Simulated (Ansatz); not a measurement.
**Breaking a bond in InF (SMILES [F][In])**

The species is InF (2 atoms), meant as a singlet with charge 0. SMILES: `[F][In]`. Geometry: relaxed at PBE0-D4/def2-TZVP.

```xyz
2

F     0.0000    0.0000    0.0159
In    0.0000    0.0000    2.0096
```

The F1–In2 distance is scanned; the parts on either side stay rigid. Basis STO-3G, 19 core orbitals frozen in the correlated methods; program Ansatz 0.2.0. FCI is exact within this basis and core. Energies in eV from each method's value at 1.994 Å; methods without a U are spin-restricted. The shape above is that at 1.994 Å.

| distance (Å) | PBE | B3LYP | BHLYP | CAM-B3LYP | B2PLYP |
| --- | --- | --- | --- | --- | --- |
| 1.994 | 0.00 | 0.00 | 0.00 | 0.00 | 0.00 |
| 2.025 | 0.10 | 0.11 | 0.12 | 0.12 | 0.11 |
| 2.492 | 2.14 | 2.31 | 2.47 | 2.51 | 2.34 |
| 2.532 | 2.34 | 2.52 | 2.69 | 2.73 | 2.55 |
| 2.990 | 4.39 | 4.72 | 5.02 | 5.08 | 4.64 |
| 3.038 | 4.56 | 4.91 | 5.22 | 5.29 | 4.80 |
| 3.987 | 6.47 | 7.07 | 7.61 | 7.70 | 5.80 |
| 4.051 | 6.52 | 7.13 | 7.69 | 7.77 | 5.76 |
| 4.984 | 6.79 | 7.53 | 8.22 | 8.34 | 4.75 |
| 5.064 | 6.80 | 7.54 | 8.24 | 8.36 | 4.65 |

Problem. Estimate the FCI curve, and say how far off each method is.

Solution. 
```tsv
distance (Å)	FCI
1.994	0.00
2.025	0.09
2.492	1.98
2.532	2.15
2.990	3.62
3.038	3.71
3.987	4.30
4.051	4.31
4.984	4.32
5.064	4.32
```

Departure from the FCI curve at its largest: PBE +2.47 eV at 5.06 Å; B3LYP +3.22 eV at 5.06 Å; BHLYP +3.92 eV at 5.06 Å; CAM-B3LYP +4.04 eV at 5.06 Å; B2PLYP +1.50 eV at 3.99 Å. The curve of B2PLYP turns over, which the reference doesn't. Restricted functionals keep the electrons paired too, and rise too high.
